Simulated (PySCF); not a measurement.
AlO3, SMILES [O][Al]1[O][O]1, multiplicity 2.

The structure is a stationary point at B3LYP-D3(BJ)/def2-TZVP.

Calculation: IEF-PCM-ωB97X/def2-SVP (PySCF).

The values are the electrostatic part of the solvation free energy, E(continuum) − E(gas) at the gas-phase geometry, in a cavity of scaled van der Waals radii (PySCF's table); cavitation and dispersion terms are not included. A continuum can't describe solvent molecules that bind to the metal. The dipole moment in vacuum is 3.68 D.

Computed values in water (ε = 78.36), toluene (ε = 2.37), dichloromethane (ε = 8.93):
```json
[
 {"solvent": "water", "ε": "78.36", "ΔG(elec) (kcal/mol)": "-16.8", "dipole (D)": "4.74"},
 {"solvent": "toluene", "ε": "2.37", "ΔG(elec) (kcal/mol)": "-7.7", "dipole (D)": "4.19"},
 {"solvent": "dichloromethane", "ε": "8.93", "ΔG(elec) (kcal/mol)": "-14.2", "dipole (D)": "4.59"}
]
```
